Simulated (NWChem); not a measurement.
System: SiH₂O, singlet; SMILES O[SiH]

```xyz
4

Si     0.1012    -0.6435     0.0000
H     -1.4581    -0.8532     0.0000
O      0.1011     1.0466     0.0000
H     -0.7680     1.4896     0.0000
```
Atoms are numbered in this order, from 1.

Low-valent species are run as closed-shell singlets; no triplet was tried in these runs. Coordinates come from a PBE-D3(BJ)/def2-SVP optimisation.

Symmetry labels are those of Cs in the frame above (b1 and b2, or b-type labels, depend on it).

Q: List the 4 lowest vertical singlet excitations from PBE/def2-SVP, TDA (NWChem).

A: 
```
state  energy (eV)  oscillator strength  symmetry  leading excitation (squared amplitude)
-----  -----------  -------------------  --------  --------------------------------------
S1            3.37                0.036        a"                      HOMO → LUMO (0.96)
S2            5.56                0.034        a"                    HOMO−1 → LUMO (0.96)
S3            5.57                0.068        a'                    HOMO → LUMO+1 (0.92)
S4            6.98                0.049        a'                    HOMO−2 → LUMO (0.81)
```
